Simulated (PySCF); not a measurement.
# Basis and Hamiltonian dependence of the excitation energy of Ag⁺

Ag⁺ [Kr] 4d10 (1S) → Ag⁺ [Kr] 4d9 5s1 (3D). All values are computed (PySCF 2.14, energy differences of UHF-based or UKS calculations, no spin-orbit coupling). Values in eV.

```csv
basis,Hamiltonian,functions,UHF,PBE,PBE0,MP2 (valence),CCSD(T) (valence),CCSD(T) (valence and next inner shell)
aug-cc-pVDZ-PP with ECP28MDF,ECP,54,4.432,4.646,4.775,5.326,5.128,n/a
def2-TZVPPD with the def2 core potential (28 electrons),ECP,56,4.400,4.694,4.807,5.376,5.176,4.923
ANO-RCC-VTZP,spin-free X2C,68,4.481,4.971,5.031,5.366,5.165,5.025
aug-cc-pwCVDZ-PP with ECP28MDF,ECP,70,4.361,4.592,4.714,5.295,5.083,4.768
x2c-TZVPPall,spin-free X2C,79,4.369,4.841,4.904,5.348,5.135,4.937
aug-cc-pVTZ-PP with ECP28MDF,ECP,88,4.323,4.548,4.673,5.284,5.068,n/a
def2-QZVPPD with the def2 core potential (28 electrons),ECP,88,4.363,4.601,4.726,5.353,5.134,n/a
"x2c-TZVPPall with one added diffuse shell each of s, p, d, f type",spin-free X2C,95,4.369,4.840,4.903,5.348,5.126,4.932
"aug-cc-pVTZ-PP with one added diffuse shell each of s, p, d, f, g type with ECP28MDF",ECP,113,4.322,4.547,4.672,5.283,n/a,n/a
x2c-QZVPPall,spin-free X2C,118,4.353,4.805,4.874,5.334,n/a,n/a
aug-cc-pwCVTZ-PP with ECP28MDF,ECP,122,4.310,4.544,4.668,5.297,n/a,n/a
"x2c-QZVPPall with one added diffuse shell each of s, p, d, f, g type",spin-free X2C,143,4.352,4.805,4.873,5.335,n/a,n/a
```

Frozen in the all-electron rows: valence and next inner shell: [Ar] 3d10; valence: [Kr]; with a core potential, the same shells as far as they lie outside it.

Reference for a calculation without spin-orbit coupling: 5.035 eV (measured, between term centres; NIST).
